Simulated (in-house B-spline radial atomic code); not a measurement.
Results of a calculation; reference values are marked as such.
Making a Troullier-Martins s channel for Mo, r_c = 1.28 bohr

Mo, [Kr] 4d5 5s1, non-relativistic PBE, spherical and spin-unpolarised, from a B-spline radial code for spherical atoms (atomic units). The all-electron 4s level is ε = -2.233110 hartree, its outermost node lies just inside 0.54 bohr and its outer maximum at 1.01 bohr.

Inside r_c the pseudo-orbital is u(r) = r^1 exp(p(r)), with p = c0 + c2 r² + c4 r⁴ + … + c12 r¹². The seven coefficients follow from p and its first four derivatives at r_c, from zero curvature of the screened potential at the origin, c4 = −c2²/(2l + 5), and from the norm inside r_c. At r_c the all-electron orbital has P = 0.9420664, P' = -0.9133872, the screened potential V = -2.924613, V' = 5.597745, V'' = -13.63492, and the norm inside is Q = 0.6791327.

Task: What are p, p' and p'' at r_c?

Result: p = ln(P/r_c^1) = ln(0.9420664/1.28) = -0.30654. p' = P'/P − 1/r_c = -0.96956 − 0.78125 = -1.75081. The radial equation gives p'' = 2(V − ε) − 2(1) p'/r_c − p'² = -1.38301 − (-2.73564) − 3.06533 = -1.71270. Differentiating, p''' = 2V' + 2(1)p'/r_c² − 2(1)p''/r_c − 2p'p'' = 5.7372, and p'''' = 2V'' − 4(1)p'/r_c³ + 4(1)p''/r_c² − 2(1)p'''/r_c − 2p''² − 2p'p''' = -22.853.

For a trial c2 the five matching conditions are linear in c0, c6, c8, c10 and c12, and c2 is varied until the norm inside r_c equals Q. The root nearest zero gives:

```tsv
n	c_n
0	-0.5040997
2	1.722375
4	-0.5933151
6	-1.650927
8	1.61184
10	-0.5827285
12	0.07725132
```

Task: Check c4 and p(r_c), and find the screened pseudopotential at the origin.

Result: −c2²/5 = -0.593315, as listed. The terms c_n r_c^n are -0.50410, 2.82194, -1.59267, -7.26085, 11.61453, -6.87964, 1.49426, which sum to -0.30654. Inverting the radial equation, V_l(r) = ε + 1 p'/r + (p'' + p'²)/2, so V_l(0) = ε + (2l + 3) c2 = -2.23311 + 3 × (1.72237) = 2.9340 hartree, finite where the all-electron potential diverges.

Orbitals and screened potentials:

```tsv
r (bohr)	P	u	V all-electron	V pseudo
0.128	0.3408	0.07952	-202.6	2.923
0.32	-0.5858	0.2288	-48.35	2.517
0.512	-0.06619	0.4558	-20.4	0.6201
0.704	0.6787	0.7655	-10.8	-2.922
0.896	1.042	1.029	-6.586	-5.422
1.088	1.077	1.075	-4.302	-4.572
1.28	0.9421	0.9421	-2.925	-2.925
```

Logarithmic derivatives P'/P at R = 1.58 bohr, for energies E around ε:

| E − ε (hartree) | all-electron | pseudo |
| --- | --- | --- |
| -0.5 | -0.023881 | -0.0275638 |
| -0.25 | -0.608113 | -0.609623 |
| -0.1 | -1.07027 | -1.07069 |
| 0 | -1.44835 | -1.44848 |
| 0.1 | -1.90448 | -1.90514 |
| 0.25 | -2.80462 | -2.80958 |
| 0.5 | -5.47489 | -5.52336 |

Task: With P(R) = 0.6495073 and a norm of 0.8714614 inside R, what slope in energy does norm conservation fix?

Result: d(P'/P)/dE = −2 × (norm inside R)/P(R)² = -4.1315 per hartree·bohr at E = ε, for both atoms, since orbital and norm agree at R. Differences over ±0.1 hartree give -4.1710 (all-electron) and -4.1723 (pseudo), which also hold third-order terms. Half a hartree below ε the two curves differ by -0.0037.
